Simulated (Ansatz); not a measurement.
# Counterpoise correction, worked out

The pair of Cu⁺ (SMILES [Cu+], atom 1) and SiH4O (SMILES [SiH3]O, atoms 2–7), both closed shells, in one local arrangement (a lower one may exist), relaxed at PBE0-D4/def2-TZVP:

```
atom    x (Å)    y (Å)    z (Å)
 Cu1   0.3261   1.3741  -2.0934
 Si2   0.0381  -0.1153   0.8003
  O3  -0.1314  -0.0872  -0.9223
  H4   0.9729  -1.2084   1.1262
  H5   0.5955   1.2297   1.0501
  H6  -1.3105  -0.3076   1.3653
  H7  -0.4905  -0.8853  -1.3262
```

Ansatz 0.2.0; basis: def2-TZVPPD; cores frozen in the correlated methods. The 3s and 3p shells of Cu and Zn are frozen; filled d shells are correlated.

MP2 total energies in eV:

| system | geometry | basis functions | energy |
| --- | --- | --- | --- |
| pair | pair | all | -54580.31893 |
| Cu⁺ | as in the pair | all (partner as ghosts) | -44603.21245 |
| SiH4O | as in the pair | all (partner as ghosts) | -9975.30569 |
| Cu⁺ | as in the pair | its own | -44603.16471 |
| SiH4O | as in the pair | its own | -9975.28699 |
| Cu⁺ | free (PBE0-D4 minimum) | its own | -44603.16471 |
| SiH4O | free (PBE0-D4 minimum) | its own | -9975.40504 |

Task: Work out the interaction energy with and without the counterpoise correction, the superposition error, and the binding energy from the relaxed fragments.

Result: Without correction: -54580.31893 − (-44603.16471) − (-9975.28699) = -1.86723 eV.
With correction (each fragment in the whole basis): -54580.31893 − (-44603.21245) − (-9975.30569) = -1.80079 eV = -41.53 kcal/mol.
The superposition error is the difference, 0.06644 eV, 4 % of the uncorrected value: each fragment borrows its partner's functions.
Deformation from the free shapes: 0.00000 eV for Cu⁺ and 0.11805 eV for SiH4O.
Binding energy from relaxed fragments: -1.80079 + 0.00000 + 0.11805 = -1.68274 eV = -38.80 kcal/mol (electronic, without zero-point energy; negative means bound). For comparison, the corrected interaction energy by CCSD(T) at an estimated basis limit (MP2 extrapolated from triple and quadruple zeta, plus CCSD(T) − MP2 in triple zeta) is -1.898 eV.

The T1 diagnostic stays at or below 0.020.

For scale, one of the runs: CCSD(T)/def2-TZVPPD, 223 basis functions, launched by `ansatz run in.yaml --threads 4 --pin off --events-out ev --progress --plain --max-ram 9574MiB`. Hardware: 4 CPU threads of an Arm Neoverse V2, shared host. Wall time 52 s; peak host memory 3.3 GiB.
